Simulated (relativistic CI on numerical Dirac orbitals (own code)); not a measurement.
## Hf⁺: calculation against measurement

Computed by Dirac-Coulomb-Breit CI, KLI orbitals optimised for each configuration, model QED, valence Slater integrals scaled by 0.85, P86 correlation energy added to each configuration (own radial code, finite nucleus).

CI space (outside the closed core [Xe] 4f14): 5d.6s2, 5d2.6s, 5d.6s.6p, 5d2.6p, 5d3, 6s2.6p, 5d.6s.6d, 5d2.6d, 5d.6s.6f, 6s2.5f, 5d.6s.6g, 6s2.7p, 5d2.5f, 6s2.5g, 5d.6s.7s, 5d2.7s, 5d2.6f, 5d2.5g, 6s2.8s, 6s2.7s, 5d.6s.7p, 6s2.7d, 6s2.8p, 6s2.6d, 5d.6s.5f, 6s2.9s, 5d.6s.8s, 5d.6p.6d, 5d2.6g, 6s.5g.6p, 5d.6p2, 6p3, 5f.6p2, 6s.6p2, 6p2.6d, 6p2.6f, 5d.6d2, 6p.6d2, 5f.6d2, 5d.5f2, 5f2.6p, 5f3, 5d.6f2, 6p.6f2, 5f.6f2, 6s.7s2, 6p.7s2, 6d.7s2, 6f.7s2. Double excitations out of closed p, d and f shells are left out; levels of such configurations are missing from the list, as are those of other unlisted configurations, and high levels can miss mixing partners. These lack a partner that the ground configuration has and come out too high: 6s2.7p, 6s2.5g, 6s2.8s, 6s2.7s, 6s2.7d.

```
Configuration  Term (tabulated)     J  Measured (cm⁻¹)  Computed  Error  Purity (%)
       5d.6s2                2D   3/2              0.0         0      0          75
       5d.6s2                2D   5/2           3050.9      2466   -584          58
       5d2.6s                4F   3/2           3644.7      2908   -736          94
       5d2.6s                4F   5/2           4904.9      3892  -1013          83
       5d2.6s                4F   7/2           6344.3      4963  -1381          98
       5d2.6s                4F   9/2           8361.8      6577  -1785          98
       5d2.6s                4P   5/2          13485.6     12244  -1242          75
     5d.6s.6p               4F°   3/2          28068.8     24999  -3070          76
     5d.6s.6p               4F°   7/2          33776.2     30113  -3664          83
     5d.6s.6p               4F°   9/2          38185.7     33958  -4227          95
       5d2.6p               4G°   7/2          38498.5     35284  -3215          62
       5d2.6p               4G°   9/2          42391.1     38681  -3711          94
       5d2.6p               4G°  11/2          46209.1     41822  -4387          99
```

Measured levels from NIST Handbook of Basic Atomic Spectroscopic Data (Sansonetti and Martin, J. Phys. Chem. Ref. Data 34, 1559 (2005)); pairs were made by configuration, J and term (by order where the table uses no LS term), so strongly mixed levels may be paired wrongly.

Mean error by configuration (cm⁻¹): 5d.6s2 -584; 5d2.6s -1231; 5d.6s.6p -3654; 5d2.6p -3771. Over the excited levels the mean absolute error is 2418 cm⁻¹ (12 of the 18 excited levels that our extract of the source holds in range could be paired, and the others can miss by more), and the median relative error of those above 1,000 cm⁻¹ is 11 %.

Transition probabilities of persistent lines. The last column rescales the computed rate by the cube of measured over computed energy:

```
λ measured (Å)          Lower             Upper  A tabulated (s⁻¹)  A computed  A rescaled
   3253.70 air  5d.6s2 2D_5/2  5d.6s.6p 4F°_7/2           2.10e+07    8.32e+06    1.14e+07
```
